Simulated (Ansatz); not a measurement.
C2H6BFS can be A, `CB(S)CF`, or B, `CCB(F)S`.

Calculated with Ansatz (gas phase, PBE0-D4/def2-TZVP geometries, no zero-point term in ΔE). CBS: MP2 limit from def2 TZ/QZ plus the TZ coupled-cluster correction, frozen cores. DFT in def2-TZVPP. B3LYP here is the variant with VWN-RPA as its local correlation; programs differ in this. Each species was taken in one conformer, which may not be the lowest.

(1) Which isomer does CCSD(T)/CBS put lower? Give the gap. (An estimate is asked.)

(2) Give E(B) − E(A) in kJ/mol with PBE-D4, CCSD/def2-TZVPP, B3LYP-D4, CCSD(T)/def2-TZVPP, B2PLYP, MP2/def2-TZVPP, r2SCAN-D4. (Estimate.)

Largest T1 diagnostic: 0.012.

Answers

(1) Computed: B, by 176.5 kJ/mol.

(2) Ansatz gave: PBE-D4 -165.3, CCSD/def2-TZVPP -178.4, B3LYP-D4 -170.0, CCSD(T)/def2-TZVPP -177.9, B2PLYP -176.0, MP2/def2-TZVPP -183.8, r2SCAN-D4 -171.7. None reverses the order clearly.

From PBE to PBE0 (25 % exact exchange), in def2-TZVPP and without D4, E(B) − E(A) moves by −4.8 kJ/mol.
